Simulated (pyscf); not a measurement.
PySCF, gas phase, ωB97X-D3(BJ)/def2-SVPD geometries. Correlated levels are frozen-core, on RHF or UHF. ΔMP2 is the change of the MP2 total energy from the triple- to the quadruple-zeta basis.

Problem. PBE/def2-TZVPD puts the barrier of cyclic C₃H₅- (SMILES [CH-]1CC1) → H₂C=CH–CH₂⁻ (ring opening; singlet surface; C–C broken, none formed) at 25.5 kcal/mol and the reaction energy at -30.2 kcal/mol, from the reactant's lowest minimum found. What do B3LYP-D3(BJ)/def2-TZVPD, PBE0-D3(BJ)/def2-TZVPD, CCSD(T)/def2-TZVPPD + ΔMP2(QZVPPD) give on the same structures?

Solution. B3LYP-D3(BJ): ΔE‡ = 27.4 kcal/mol, ΔE = -33.9 kcal/mol; PBE0-D3(BJ): ΔE‡ = 30.7 kcal/mol, ΔE = -28.9 kcal/mol; CCSD(T): ΔE‡ = 29.9 kcal/mol, ΔE = -29.3 kcal/mol. PBE's barrier lies under all of them, by 1.9 to 5.2 kcal/mol. Its reaction energy lies among theirs. This is the saddle that the search found; another between the same sides may lie lower. The CCSD(T) − MP2 part came from Ansatz, without density fitting, on the same reference.
